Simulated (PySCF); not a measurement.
**Name the molecule from its bond curve**

A diatomic of charge 0 contains Be. Its doublet curve at PBE0 in a double-zeta basis (no relativity, PySCF), in eV from the separated fragments:

(R (Å), E (eV)): (2.074, -0.442), (2.170, -0.624), (2.266, -0.723), (2.339, -0.757), (2.411, -0.766), (2.483, -0.756), (2.580, -0.722), (2.700, -0.657), (2.845, -0.566), (3.038, -0.443)

The fit gives ωe = 353 cm⁻¹ and the rotational constant Bₑ = 0.3655 cm⁻¹.

Problem. Which atom is the partner?

Solution. The minimum lies at 2.406 Å, so the reduced mass is 16.8576 u Å² cm⁻¹/(Bₑ·Re²) = 7.967 u. With Be at 9.01 u the partner weighs about 68.8 u: Ga. The molecule is BeGa.

Spin–orbit coupling is left out. The state was picked by a PBE0 search and need not be the measured ground state.
